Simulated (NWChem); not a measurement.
System: C₂H₂F₂O₂; SMILES O=C(O)C(F)F

NWChem printed, in part:

```
             Northwest Computational Chemistry Package (NWChem) 7.3.0
             --------------------------------------------------------

                             Geometry "geometry" -> ""
                             -------------------------

 Output coordinates in angstroms (scale by  1.889725989 to convert to a.u.)

  No.       Tag          Charge          X              Y              Z
 ---- ---------------- ---------- -------------- -------------- --------------
    1 O                    8.0000     1.19514000    -1.23642200     0.28330600
    2 C                    6.0000     0.13762000    -0.76861900    -0.01890500
    3 O                    8.0000    -0.99768000    -1.45105600    -0.14568400
    4 C                    6.0000    -0.08724700     0.70706400    -0.36088400
    5 F                    9.0000     1.01008400     1.40268100    -0.05549300
    6 F                    9.0000    -1.12739800     1.18264500     0.34859900
    7 H                    1.0000    -0.80196600    -2.37738400     0.06706100
    8 H                    1.0000    -0.31034200     0.82578100    -1.43759600

 Effective nuclear repulsion energy (a.u.)     250.0765807370

                                 NWChem DFT Module
                                 -----------------

 Summary of "ao basis" -> "ao basis" (spherical)
 ------------------------------------------------------------------------------
       Tag                 Description            Shells   Functions and Types
 ---------------- ------------------------------  ------  ---------------------
 O                          def2-svp                 6       14   3s2p1d
 C                          def2-svp                 6       14   3s2p1d
 F                          def2-svp                 6       14   3s2p1d
 H                          def2-svp                 3        5   2s1p

 in cosmo_initialize ...
 calling solv_data for solv:etoac

 solvent parameters
 solvname_short: etoac
 solvname_long:  ethyl acetate
 dielec:        5.9867
 dielecinf:     1.8832
 nonaqueous SMD model solvent descriptors
 dielec:        5.9867
 sola:          0.0000
 solb:          0.4500
 solc:          0.0000
 solg:         33.6700
 solh:          0.0000
 soln:          1.3723

          ---------------
          -cosmo- solvent
          ---------------
 Cosmo: York-Karplus, doi: 10.1021/jp992097l
 dielectric constant -eps-     =   5.99
 screen = (eps-1)/(eps    )    =   0.83296
 surface charge correction     = lagrangian

   van der Waals surface
 --------------------------

 ---------- ATOMIC COORDINATES (A.U.) ------------ VDWR(ANG.) --
     1    2.25848712   -2.33649879    0.53537071     2.294
     2    0.26006409   -1.45247930   -0.03572527     1.850
     3   -1.88534182   -2.74209823   -0.27530284     2.294
     4   -0.16487292    1.33615722   -0.68197187     1.850
     5    1.90878199    2.65068274   -0.10486656     1.730
     6   -2.13047330    2.23487499    0.65875659     1.730
     7   -1.51549599   -4.49260433    0.12672691     1.200
     8   -0.58646134    1.56049982   -2.71666252     1.200
 number of segments per atom =        128
 number of   points per atom =        128
 atom (   nspa,  nppa )
 ----------------------
    1 (     85,     0 )       0
    2 (      5,     0 )       0
    3 (     82,     0 )       0
    4 (     20,     0 )       0
    5 (     74,     0 )       0
    6 (     75,     0 )       0
    7 (      2,     0 )       0
    8 (     50,     0 )       0
 number of -cosmo- surface points =      393
 molecular surface =    132.303 angstrom**2
 molecular volume  =    119.292 angstrom**3
 -lineq- algorithm             =   0
 -bem- low  level              =   3
 -bem- from -octahedral-
 gaussian surface charge width =   4.50000
 degree of switching           =   1.00000
 switching function tolerance  =   0.00010
 atomic radii =
 --------------
    1  8.000  2.294
    2  6.000  1.850
    3  8.000  2.294
    4  6.000  1.850
    5  9.000  1.730
    6  9.000  1.730
    7  1.000  1.200
    8  1.000  1.200
 ...... end of -cosmo- initialization ......

 nat:                     8
 ixmem:                  3618
 calling mnsol_interface()
 G(SMD-CDS) energy (kcal/mol)  =    -1.013
 SMD-CDS SASA (angstrom**2)    =   125.068

            General Information
            -------------------
          SCF calculation type: DFT
          Wavefunction type:  closed shell.
          No. of atoms     :     8
          No. of electrons :    48
           Alpha electrons :    24
            Beta electrons :    24
          Charge           :     0
          Spin multiplicity:     1
          Use of symmetry is: off; symmetry adaption is: off
          Maximum number of iterations: 150
          AO basis - number of functions:    94
                     number of shells:    42
          Convergence on energy requested:  1.00D-06
          Convergence on density requested:  1.00D-05
          Convergence on gradient requested:  5.00D-04

              XC Information
              --------------
                       M05-2X Method XC Functional
                     Hartree-Fock (Exact) Exchange  0.560
                M05-2X metaGGA Exchange Functional  0.440
                      M05-2X Correlation Potential  1.000

             Grid Information
             ----------------
          Grid used for XC integration:  medium
          Radial quadrature: Mura-Knowles
          Angular quadrature: Lebedev.
          Tag              B.-S. Rad. Rad. Pts. Rad. Cut. Ang. Pts.
          ---              ---------- --------- --------- ---------
          O                   0.60       49           9.0       434
          C                   0.70       49          10.0       434
          F                   0.50       49          11.0       434
          H                   0.35       45          10.0       434
          Grid pruning is: on
          Number of quadrature shells:   384
          Spatial weights used:  Erf1

      Superposition of Atomic Density Guess
      -------------------------------------

 Sum of atomic energies:        -424.21550955

      Non-variational initial energy
      ------------------------------

 Total energy =    -426.504288
 1-e energy   =   -1083.719002
 2-e energy   =     407.138134
 HOMO         =      -0.340694
 LUMO         =       0.025591

   convergence    iter        energy       DeltaE   RMS-Dens  Diis-err
 ---------------- ----- ----------------- --------- --------- ---------
     COSMO gas phase
 d= 0,ls=0.0,diis     1   -426.9563739676 -6.77D+02  1.95D-02  1.85D+00
 d= 0,ls=0.0,diis     2   -426.8587720334  9.76D-02  1.06D-02  3.43D+00
 d= 0,ls=0.0,diis     3   -427.1593957938 -3.01D-01  1.92D-03  6.22D-02
 d= 0,ls=0.0,diis     4   -427.1638861777 -4.49D-03  7.57D-04  1.73D-02
 d= 0,ls=0.0,diis     5   -427.1654168161 -1.53D-03  1.59D-04  5.57D-04
  Resetting Diis
 d= 0,ls=0.0,diis     6   -427.1654698473 -5.30D-05  5.40D-05  2.64D-05
 d= 0,ls=0.0,diis     7   -427.1654734791 -3.63D-06  2.63D-05  3.11D-06
 d= 0,ls=0.0,diis     8   -427.1654736446 -1.65D-07  9.94D-06  2.83D-06

   convergence    iter        energy       DeltaE   RMS-Dens  Diis-err
 ---------------- ----- ----------------- --------- --------- ---------
     COSMO solvation phase
 d= 0,ls=0.0,diis     1   -427.1756097116 -1.01D-02  1.24D-03  3.01D-03
 d= 0,ls=0.0,diis     2   -427.1762535267 -6.44D-04  3.01D-04  1.30D-03
 d= 0,ls=0.0,diis     3   -427.1763336334 -8.01D-05  1.43D-04  4.17D-04
 d= 0,ls=0.0,diis     4   -427.1763738392 -4.02D-05  4.22D-05  2.10D-05
 d= 0,ls=0.0,diis     5   -427.1763757813 -1.94D-06  1.51D-05  3.65D-06
 d= 0,ls=0.0,diis     6   -427.1763761275 -3.46D-07  4.66D-06  1.08D-07

         Total DFT energy =     -427.176376127490
      One electron energy =    -1085.373222758882
           Coulomb energy =      457.987874766935
    Exchange-Corr. energy =      -49.655110580471
 Nuclear repulsion energy =      250.076580736998

             COSMO energy =       -0.212498292071

 Numeric. integr. density =       47.999995856555

                                COSMO-SMD solvation results
                                ---------------------------

             internal energy in gas <Psi(g)|H|Psi(g)> =      -427.165473644583
         internal energy in solvent <Psi(s)|H|Psi(s)> =      -427.164621192091
                               delta internal energy  =         0.000852452492 (    0.53 kcal/mol)
   total free energy in solvent <Psi(s)|H+V/2|Psi(s)> =      -427.174762301042
 polarization energy contribution <Psi(s)|V/2|Psi(s)> =        -0.010141108951 (   -6.36 kcal/mol)
    total free energy in solvent including G(SMD-CDS) =      -427.176376127490
                       G(SMD-CDS) energy contribution =        -0.001613826448 (   -1.01 kcal/mol)
     1 M fixed-concentration free energy of solvation =        -0.010902482907 (   -6.84 kcal/mol)

                       DFT Final Molecular Orbital Analysis
                       ------------------------------------

 Vector   22  Occ=2.000000D+00  E=-4.525960D-01
              MO Center=  5.1D-02,  2.4D-01, -2.1D-01, r^2= 3.0D+00
   Bfn.  Coefficient  Atom+Function         Bfn.  Coefficient  Atom+Function
  ----- ------------  ---------------      ----- ------------  ---------------
    90      0.268369  8 H  s                 76     -0.260423  6 F  pz
    62     -0.257072  5 F  pz                 4     -0.238369  1 O  px
    48     -0.223089  4 C  pz                19     -0.195027  2 C  py
    32     -0.189956  3 O  px                61      0.185380  5 F  py
    65      0.180476  5 F  pz                79      0.181212  6 F  pz

 Vector   23  Occ=2.000000D+00  E=-4.200351D-01
              MO Center=  6.9D-02, -1.3D+00,  5.8D-02, r^2= 1.8D+00
   Bfn.  Coefficient  Atom+Function         Bfn.  Coefficient  Atom+Function
  ----- ------------  ---------------      ----- ------------  ---------------
    34     -0.449610  3 O  pz                 6      0.420087  1 O  pz
    37     -0.351468  3 O  pz                 9      0.302830  1 O  pz
    20      0.128504  2 C  pz                32      0.093599  3 O  px
     4     -0.093049  1 O  px                33     -0.084968  3 O  py
    35      0.073404  3 O  px                 7     -0.067015  1 O  px

 Vector   24  Occ=2.000000D+00  E=-3.747114D-01
              MO Center=  5.9D-01, -7.7D-01,  9.8D-02, r^2= 2.2D+00
   Bfn.  Coefficient  Atom+Function         Bfn.  Coefficient  Atom+Function
  ----- ------------  ---------------      ----- ------------  ---------------
     5      0.495013  1 O  py                 8      0.354634  1 O  py
    47      0.220351  4 C  py                32      0.216241  3 O  px
     4      0.191736  1 O  px                35      0.160964  3 O  px
    75      0.155666  6 F  py                 7      0.146465  1 O  px
    48     -0.136118  4 C  pz                19     -0.134253  2 C  py

 Vector   25  Occ=0.000000D+00  E= 3.328134D-02
              MO Center=  2.2D-01, -6.4D-01,  1.4D-03, r^2= 2.1D+00
   Bfn.  Coefficient  Atom+Function         Bfn.  Coefficient  Atom+Function
  ----- ------------  ---------------      ----- ------------  ---------------
    20      0.501562  2 C  pz                23      0.469916  2 C  pz
     9     -0.394814  1 O  pz                 6     -0.358814  1 O  pz
    91      0.339474  8 H  s                 37     -0.245848  3 O  pz
    51      0.235720  4 C  pz                34     -0.226521  3 O  pz
    73     -0.217836  6 F  s                 50      0.182907  4 C  py

 Vector   26  Occ=0.000000D+00  E= 1.173574D-01
              MO Center= -7.1D-01, -2.4D+00,  2.4D-02, r^2= 2.8D+00
   Bfn.  Coefficient  Atom+Function         Bfn.  Coefficient  Atom+Function
  ----- ------------  ---------------      ----- ------------  ---------------
    86      1.310063  7 H  s                 31     -0.744201  3 O  s
    45     -0.540078  4 C  s                 17      0.390172  2 C  s
    36      0.364029  3 O  py                91      0.288663  8 H  s
    49     -0.229916  4 C  px                33      0.223611  3 O  py
    30     -0.199913  3 O  s                 85      0.199664  7 H  s

 Vector   27  Occ=0.000000D+00  E= 1.538594D-01
              MO Center= -2.1D-01,  5.9D-01, -1.5D+00, r^2= 3.0D+00
   Bfn.  Coefficient  Atom+Function         Bfn.  Coefficient  Atom+Function
  ----- ------------  ---------------      ----- ------------  ---------------
    91      1.917635  8 H  s                 45     -1.577545  4 C  s
    17      0.986921  2 C  s                 51      0.744994  4 C  pz
    49      0.497508  4 C  px                 3     -0.320807  1 O  s
    50      0.276311  4 C  py                48      0.259840  4 C  pz
    59     -0.230682  5 F  s                 86     -0.219630  7 H  s

     Multipole analysis of the density
     ---------------------------------

     L   x y z        total         alpha         beta         nuclear
     -   - - -        -----         -----         ----         -------
     0   0 0 0     -0.000000    -24.000000    -24.000000     48.000000

     1   1 0 0     -0.684572     -0.071851     -0.071851     -0.540870
     1   0 1 0     -0.664911     -0.188059     -0.188059     -0.288794
     1   0 0 1     -0.702086     -0.435760     -0.435760      0.169435

     2   2 0 0    -28.328468    -87.210770    -87.210770    146.093073
     2   1 1 0      2.358459     -0.886757     -0.886757      4.131974
     2   1 0 1     -0.383069     -0.897893     -0.897893      1.412716
     2   0 2 0    -21.029490   -139.515959   -139.515959    258.002428
     2   0 1 1     -1.092768      1.045677      1.045677     -3.184123
     2   0 0 2    -21.913711    -19.506060    -19.506060     17.098409
```

Level: M05-2X/def2-SVP, SMD on the gas-phase geometry. All runs use the structure optimised with PBE0/def2-SVP. Solvent: ethyl acetate.

Problem. Write an input that gives this output.

Solution. One answer among several that fit: the input that was run:
```
start job
memory heap 200 mb stack 900 mb global 1100 mb
geometry units angstroms noautosym nocenter noautoz
  O      1.195140    -1.236422     0.283306
  C      0.137620    -0.768619    -0.018905
  O     -0.997680    -1.451056    -0.145684
  C     -0.087247     0.707064    -0.360884
  F      1.010084     1.402681    -0.055493
  F     -1.127398     1.182645     0.348599
  H     -0.801966    -2.377384     0.067061
  H     -0.310342     0.825781    -1.437596
end
basis spherical
  * library def2-svp
end
dft
  xc m05-2x
  iterations 150
end
cosmo
  do_cosmo_smd true
  solvent etoac
end
task dft energy
```
